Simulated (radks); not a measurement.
Results of a calculation; reference values are marked as such.
Task: Br3.5+, 31.5 electrons, occupied as [Ar] 3d10 4s2 4p(up 1.25, down 0.25) (fractional occupations, a model configuration). Code: a radial shooting solver on a logarithmic mesh with Libxc functionals. Model: scalar-relativistic Kohn-Sham, r2SCAN, spin-polarised, spherical densities, finite nucleus; meta-GGA in the generalised Kohn-Sham scheme; Fermi nuclear charge, rms radius 4.1629 fm. Some entries of the table are withheld. Estimate them.

orbital  occ.  eigenvalue (eV)  r(max) (bohr)  <r> (bohr)
1s up       1        -13400.19        0.02792     0.04275
1s down     1        -13400.05        0.02792     0.04275
2s up       1        -1793.824         0.1591      0.1893
2s down     1        -1793.800         0.1591      0.1893
2p up       3        -1585.592         0.1275      0.1654
2p down     3        -1585.490         0.1275      0.1654
3s up       1        -290.5044         0.4831      0.5498
3s down     1        -290.3894         0.4832      0.5499
3p up       3        -223.8984         0.4807      0.5626
3p down     3        -223.7584         0.4808      0.5625
3d up       5              (1)         0.4322      0.5866
3d down     5              (2)         0.4323      0.5852
4s up       1         -62.1467            (3)       1.535
4s down     1         -60.3113            (4)       1.531
4p up    1.25         -46.9172          1.519         (5)
4p down  0.25         -45.0370          1.514         (6)

Result: 
(1) 3d up eigenvalue (eV): -114.1415
(2) 3d down eigenvalue (eV): -113.9437
(3) 4s up r(max) (bohr): 1.366
(4) 4s down r(max) (bohr): 1.362
(5) 4p up <r> (bohr): 1.720
(6) 4p down <r> (bohr): 1.718
